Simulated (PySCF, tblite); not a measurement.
Species: C7H12F2Si.
SMILES with atom numbers: `[CH3:1][C:2]1=[CH:3][C@@H:4]([F:5])[CH2:6][CH2:7][C@@H:8]([F:9])[SiH2:10]1` (hydrogens: H11, H12, H13 on C1; H14 on C3; H15 on C4; H16, H17 on C6; H18, H19 on C7; H20 on C8; H21, H22 on Si10)

Cartesian coordinates in Å at the GFN2-xTB level; atoms count from 1:
```xyz
22
C7H12F2Si angstrom
C      2.8194   -0.5967   -0.2624
C      1.4510   -0.1439    0.1489
C      1.0905    1.1307    0.0443
C     -0.2636    1.6581    0.4090
F     -0.2052    3.0440    0.4068
C     -1.3781    1.2230   -0.5527
C     -2.1565   -0.0066   -0.0885
C     -1.3850   -1.3157   -0.2108
F     -1.0749   -1.5248   -1.5547
Si     0.2549   -1.4573    0.7847
H      2.7436   -1.3106   -1.0810
H      3.3122   -1.0996    0.5680
H      3.4350    0.2408   -0.5834
H      1.7697    1.8825   -0.3388
H     -0.5309    1.3848    1.4408
H     -2.0734    2.0618   -0.6355
H     -0.9590    1.0359   -1.5432
H     -2.4616    0.1100    0.9535
H     -3.0614   -0.0826   -0.6983
H     -2.0592   -2.1408    0.0500
H     -0.0719   -1.2781    2.2057
H      0.7941   -2.7955    0.5366
```

The calculation used PBE0/pcSseg-1 in PySCF (dipole) on a GFN2-xTB geometry, gas phase.

Take the most abundant isotopes and a rigid rotor. The values belong to one conformer with, in the numbering `[CH3:1][C:2]1=[CH:3][C@@H:4]([F:5])[CH2:6][CH2:7][C@@H:8]([F:9])[SiH2:10]1`, C2–C3–C4–F5 169°, C3–C4–C6–C7 96°, C4–C6–C7–C8 -73°, C6–C7–C8–F9 -61°.

**Question.** What are A, B and C (GHz)?

**Answer.** Ia = 402.84, Ib = 478.58, Ic = 730.75 u·Å²; 505379 MHz·u·Å²/I gives 1255, 1056 and 691.6 MHz, that is A = 1.2545, B = 1.0560, C = 0.6916 GHz.

**Question.** What kind of rotor is it?

**Answer.** An asymmetric top. Ray's parameter κ = (2B − A − C)/(A − C) = 0.295; −1 is the prolate and +1 the oblate limit.

**Question.** What does the inertial defect say?

**Answer.** Not planar: Δ = Ic − Ia − Ib = -150.68 u·Å². For a rigid frame Δ = −2 Σ m c², so Σ m c² = 75.34 u·Å² lies off the ab plane: 16.54 from hydrogen and 58.80 from heavier atoms. The atom farthest from that plane is 2.34 Å away.

**Question.** Predict some low-J microwave lines.

**Answer.** The dipole components are |μa| = 1.08 D, |μb| = 0.08 D, |μc| = 1.23 D. The squared components, which scale the intensities, stand as 0.77 : 0.00 : 1.00 (a : b : c). Some lines, for components of 0.1 D or more:

```
type  branch         J(Ka,Kc)   MHz  lower level (cm⁻¹)
   a       Q  1(1,0) ← 1(1,1)   364               0.065
   c       Q  2(2,1) ← 2(1,1)   596               0.206
   a       Q  2(1,1) ← 2(1,2)  1093               0.169
   a       R  1(0,1) ← 0(0,0)  1748               0.000
   c       R  1(1,0) ← 0(0,0)  2311               0.000
   a       R  2(1,2) ← 1(1,1)  3131               0.065
   a       R  2(0,2) ← 1(0,1)  3268               0.058
   a       R  2(1,1) ← 1(1,0)  3860               0.077
   c       R  2(1,1) ← 1(0,1)  4423               0.058
   c       R  2(2,0) ← 1(1,0)  4683               0.077
   c       R  2(2,1) ← 1(1,1)  4820               0.065
```

**Question.** Estimate the classical rotational partition function at 25 K, 100 K and 298.15 K.

**Answer.** Point group C1, symmetry number σ = 1; q = (√π/σ)·√((kT/h)³/(ABC)), k/h = 20836.6 MHz/K: 22000 at 25 K, 176000 at 100 K, 907000 at 298.15 K.

Its GFN2-xTB frequencies are all real (lowest 58 cm⁻¹). No vibrational averaging or centrifugal distortion is included, and the geometry carries the error of its method. A rigid rotor knows nothing of internal rotation, which can split or shift real lines.
